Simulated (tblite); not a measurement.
Species: C2H5ClOSi.
Atom-mapped SMILES: `[CH2:1]=[C:2]([Cl:3])[O:4][SiH3:5]` (hydrogens: H6, H7 on C1; H8, H9, H10 on Si5)

Cartesian coordinates in Å at the GFN2-xTB level; atoms count from 1:
```xyz
10
C2H5ClOSi angstrom
C     -1.7009    0.5459    1.1161
C     -0.8258    0.2390    0.1723
Cl    -1.2992    0.2432   -1.5037
O      0.4332   -0.0855    0.3946
Si     1.6447   -0.4940   -0.6420
H     -2.7147    0.8029    0.8813
H     -1.3985    0.5406    2.1470
H      2.6805   -0.7004    0.3553
H      1.9097    0.6111   -1.5596
H      1.2799   -1.6981   -1.3839
```

Method: GFN2-xTB as coded in tblite; computed harmonic values from a numerical Hessian at the method's own geometry, unscaled. Against measured fundamentals such values can be off by several per cent, at times by over 20. Modes of hydrogen on silicon can be 10 to 20 % off. One conformer, not necessarily the lowest.

Harmonic wavenumbers (cm⁻¹): 70.3, 118.7, 156.3, 333.8, 417.5, 516.2, 576.4, 601.8, 641.5, 687.9, 747.2, 757.7, 793.2, 812.3, 822.9, 1020.3, 1174.8, 1364.5, 1701.0, 2272.6, 2292.0, 2361.2, 3134.1, 3182.6.

A = 5055, B = 2339, C = 1629 MHz; mass 107.980 u (most abundant isotopes); point group Cs, symmetry number 1.

Q: What is the zero-point energy?

A: Half the sum of the wavenumbers: 13278 cm⁻¹ = 158.85 kJ/mol.

Q: Give the ideal-gas entropy at 298.15 K and 1 bar in the rigid-rotor, harmonic-oscillator model (classical rotation).

A: Translation 167.25, rotation 113.86, vibration 64.95: S = 346.1 J/(mol K).

Q: And Cp and H(298.15 K) − H(0)?

A: Cp = 108.89 J/(mol K), of which vibrations give 75.63 (their classical limit is 24 R = 199.5); H(298.15 K) − H(0) = 20.62 kJ/mol without the zero-point energy, 10.70 from vibrations.

Q: Blend soft modes into free rotors: weight 1/[1 + (100 cm⁻¹/ν̃)⁴] for the oscillator and the rest for a rotor with moment μB/(μ + B), μ = h/(8π²ν), B = 10⁻⁴⁴ kg m². What vibrational entropy results?

A: 61.10 J/(mol K) in place of 64.95, which changes −T·S at 298.15 K by +1.15 kJ/mol.

Q: Which modes carry the vibrational entropy at 298.15 K?

A: 70.3 cm⁻¹: 17.34; 118.7 cm⁻¹: 13.06; 156.3 cm⁻¹: 10.85; 333.8 cm⁻¹: 5.19; 417.5 cm⁻¹: 3.77; 516.2 cm⁻¹: 2.59 J/(mol K); the other 18 give 12.14 together.

Hindered rotation and anharmonicity are outside this model. Other conformers, if any are populated, would add a mixing term that is left out.

Run on Arm Neoverse V1, one thread, on a shared host. This covers the Hessian and the dipole derivatives.
